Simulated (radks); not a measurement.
Task: Species: V0.5-. Configuration: [Ar] 3d1.5 4s2 4p2 (fractional occupations, a model configuration). Calculated with a radial shooting solver on a logarithmic mesh with Libxc functionals: scalar-relativistic Kohn-Sham, PBE, spin-unpolarised, spherical densities, point nucleus. Some entries of the table are withheld. Estimate them.

orbital  occ.  eigenvalue (eV)  <1/r> (bohr^-1)
1s          2              (1)            22.84
2s          2        -611.9321            4.798
2p          6              (2)            4.699
3s          2         -77.6682            1.509
3p          6         -51.0931            1.384
3d        1.5              (3)              (4)
4s          2          -4.8120           0.4381
4p          2              (5)           0.3228

Result: 
(1) 1s eigenvalue (eV): -5372.553
(2) 2p eigenvalue (eV): -512.3235
(3) 3d eigenvalue (eV): -10.8496
(4) 3d <1/r> (bohr^-1): 1.081
(5) 4p eigenvalue (eV): -0.7412
